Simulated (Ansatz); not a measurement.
The cluster Sn₂F₄. The state is a singlet with charge 0. Geometry PBE0-D4/def2-SVP; atoms count from 1.

Cartesian coordinates in Å:
```
Sn 1.3142 1.0476 -0.3608
Sn -1.3238 -1.0600 0.3547
F -0.8257 0.8703 -0.4447
F 0.8127 -0.8719 0.4652
F 1.1451 1.8211 1.4253
F -1.1225 -1.8072 -1.4396
```

In the def2 sets Sn takes a core potential; there is no spin–orbit coupling. The structure comes from a short search, and lower isomers may exist.

Q: Estimate the Mulliken populations from the PBE0/def2-TZVP orbitals of Ansatz.

A: 
```
atom  charge (e)
 Sn1        1.03
 Sn2        1.03
  F3       -0.53
  F4       -0.53
  F5       -0.51
  F6       -0.51
```
Mulliken values and Mayer orders depend strongly on the basis.

Q: And the Mayer bond orders between bonded heavy atoms (over 0.3)?

A: Sn1–F3 0.38 (2.15 Å); Sn1–F4 0.38 (2.15 Å); Sn1–F5 0.81 (1.95 Å); Sn2–F3 0.39 (2.15 Å); Sn2–F4 0.39 (2.15 Å); Sn2–F6 0.81 (1.95 Å).
